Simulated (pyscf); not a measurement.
O=V(OH)(OH)–Cl (SMILES [O]=[V]([OH])([OH])[Cl]), singlet

Gas-phase minimum from PySCF at ωB97X-D3(BJ)/def2-SVP, one conformer. 

SMILES: [O]=[V]([OH])([OH])[Cl]
```xyz
7

O     -0.4646     0.3552     1.3173
V     -1.0973     0.0663    -0.0489
O     -2.3865    -1.0751     0.1618
O      0.1185    -0.5875    -1.0993
Cl    -1.8593     1.9364    -0.8379
H     -2.7014    -1.3589     1.0304
H      1.0542    -0.6237    -0.8596
```

Bond lengths (Å): O1–V2 1.533, V2–O3 1.735, V2–O4 1.735, V2–Cl5 2.168, O3–H6 0.967, O4–H7 0.967. Angles (°): O1–V2–O3 108.8, O1–V2–O4 108.7, O1–V2–Cl5 107.9, O3–V2–O4 110.3, O3–V2–Cl5 110.5, O4–V2–Cl5 110.6, V2–O3–H6 123.0, V2–O4–H7 122.8.

Properties at ωB97X-D3(BJ)/def2-SVP:

```
Property                                                                                                                                                                                          Result
---------------------------------------------------------------------------------------------------------------------  ---------------------------------------------------------------------------------
Harmonic wavenumbers, unscaled                                                                                         174, 206, 247, 274, 300, 405, 406, 499, 653, 678, 809, 864, 1214, 3890, 3896 cm⁻¹
Zero-point energy                                                                                                                                                                          20.8 kcal/mol
Rotational symmetry number                                                                                                                                                                             1
Entropy of this conformer at 298 K and 1 atm, rigid rotor and harmonic oscillator, modes under 100 cm⁻¹ raised to 100                                                                    337.8 J/(mol K)
Dipole moment                                                                                                                                                                                     2.81 D
```

Single-point totals, which compare only within one level:

```csv
level,total energy (hartree)
ωB97X-D3(BJ)/def2-TZVP,-1631.36931
PBE/def2-TZVP,-1630.78260
r²SCAN/def2-TZVP,-1631.24844
B3LYP-D3(BJ)/def2-TZVP,-1631.42518
PBE0-D3(BJ)/def2-TZVP,-1630.77636
M06-2X/def2-TZVP,-1631.17959
ωB97M-D3(BJ)/def2-TZVP,-1631.48425
```

Soft torsions are taken as harmonic, which can shift the entropy by several J/(mol K).
